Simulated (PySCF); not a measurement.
I2S2: script and output

Input:

```python
from pyscf import gto, scf

mol = gto.M(
    atom='S -0.6714 -1.3651 -0.7252; S 0.6714 -1.3651 0.7252; I 2.3923 0.343 0.2436; I -2.3923 0.343 -0.2436',
    basis='def2-svp',
    ecp={'I': 'def2-svp'},
    charge=0,
    spin=0,
    symmetry=True,
    verbose=4,
)
mf = scf.RHF(mol)
mf.kernel()
mf.nuc_grad_method().kernel()
mf.dip_moment()
print('orbital energies (hartree):', mf.mo_energy[..., max(0, mol.nelec[1]-3):mol.nelec[0]+3].round(4))
```

```bash
$ OMP_NUM_THREADS=1 python input.py
```

The log (some set-up lines and the per-cycle HOMO/LUMO lines with their warnings removed):

```
PySCF version 2.14.0

[INPUT] verbose = 4
[INPUT] num. atoms = 4
[INPUT] num. electrons = 82
[INPUT] charge = 0
[INPUT] spin (= nelec alpha-beta = 2S) = 0
[INPUT] symmetry True subgroup None
[INPUT] Mole.unit = angstrom
[INPUT] Symbol           X                Y                Z      unit          X                Y                Z       unit  Magmom
[INPUT]  1 S     -0.671400000000  -1.365100000000  -0.725200000000 AA   -1.268762120033  -2.579665132644  -1.370429385535 Bohr   0.0
[INPUT]  2 S      0.671400000000  -1.365100000000   0.725200000000 AA    1.268762120033  -2.579665132644   1.370429385535 Bohr   0.0
[INPUT]  3 I      2.392300000000   0.343000000000   0.243600000000 AA    4.520791807797   0.648176060726   0.460337283944 Bohr   0.0
[INPUT]  4 I     -2.392300000000   0.343000000000  -0.243600000000 AA   -4.520791807797   0.648176060726  -0.460337283944 Bohr   0.0

nuclear repulsion = 424.89285029205
point group symmetry = C2
symmetry origin: [ 7.07968306e-17 -1.00308854e-01  1.16653869e-17]
symmetry axis x: [0.9919984  0.         0.12625041]
symmetry axis y: [-0.12625041  0.          0.9919984 ]
symmetry axis z: [0. 1. 0.]
num. orbitals of irrep A = 44
num. orbitals of irrep B = 44
number of shells = 36
number of NR pGTOs = 194
number of NR cGTOs = 88
basis = def2-svp
ecp = {'I': 'def2-svp'}

******** <class 'pyscf.scf.hf_symm.SymAdaptedRHF'> ********
method = SymAdaptedRHF
initial guess = minao
damping factor = 0
level_shift factor = 0
DIIS = <class 'pyscf.scf.diis.CDIIS'>
diis_start_cycle = 1
diis_space = 8
diis_damp = 0
SCF conv_tol = 1e-09
SCF conv_tol_grad = None
SCF max_cycles = 50
direct_scf = True
direct_scf_tol = 1e-13
Freeze 0 electrons in irreps []
    82 free electrons in irreps A B
Set gradient conv threshold to 3.16228e-05
Initial guess from minao.
init E= -1324.24943914392
cycle= 1 E= -1385.52297588798  delta_E= -61.3  |g|= 3.24  |ddm|= 10.7
cycle= 2 E= -1385.05983780687  delta_E= 0.463  |g|= 2.85  |ddm|= 8.74
cycle= 3 E= -1387.73961460614  delta_E= -2.68  |g|= 0.882  |ddm|=  5.7
cycle= 4 E= -1388.07622254163  delta_E= -0.337  |g|= 0.157  |ddm|= 1.63
cycle= 5 E= -1388.09774769392  delta_E= -0.0215  |g|= 0.075  |ddm|= 0.436
cycle= 6 E= -1388.10314879037  delta_E= -0.0054  |g|= 0.033  |ddm|= 0.234
cycle= 7 E= -1388.10433338607  delta_E= -0.00118  |g|= 0.00699  |ddm|= 0.138
cycle= 8 E= -1388.10439983633  delta_E= -6.65e-05  |g|= 0.00184  |ddm|= 0.0333
cycle= 9 E= -1388.10440462946  delta_E= -4.79e-06  |g|= 0.00052  |ddm|= 0.0094
cycle= 10 E= -1388.1044050111  delta_E= -3.82e-07  |g|= 0.000188  |ddm|= 0.00241
cycle= 11 E= -1388.10440507824  delta_E= -6.71e-08  |g|= 6.78e-05  |ddm|= 0.000973
cycle= 12 E= -1388.10440508698  delta_E= -8.74e-09  |g|= 2.82e-05  |ddm|= 0.000344
cycle= 13 E= -1388.10440508872  delta_E= -1.74e-09  |g|= 8.65e-06  |ddm|= 0.000188
cycle= 14 E= -1388.10440508887  delta_E= -1.51e-10  |g|= 3.51e-06  |ddm|= 5.32e-05
Extra cycle  E= -1388.10440508888  delta_E= -1.34e-11  |g|= 2.12e-06  |ddm|= 1.22e-05
converged SCF energy = -1388.10440508888

******** <class 'pyscf.grad.rhf.Gradients'> for <class 'pyscf.scf.hf_symm.SymAdaptedRHF'> ********
unit = Eh/Bohr
--------------- SymAdaptedRHF gradients ---------------
         x                y                z
0 S     0.0123444515    -0.0037923571     0.0134300378
1 S    -0.0123444515    -0.0037923571    -0.0134300378
2 I     0.0053461945     0.0037923571     0.0005713077
3 I    -0.0053461945     0.0037923571    -0.0005713077
----------------------------------------------
Dipole moment(X, Y, Z, Debye):  0.00000,  0.31843,  0.00000
orbital energies (hartree): [-0.3856 -0.3605 -0.3591  0.0009  0.0033  0.1273]
```

In short: E(SCF) = -1388.104405 Eh, 14 cycles, μ(SCF) = 0.32 D.

Hardware: Arm Neoverse N1, 1 thread, shared host. Wall time 14 s.
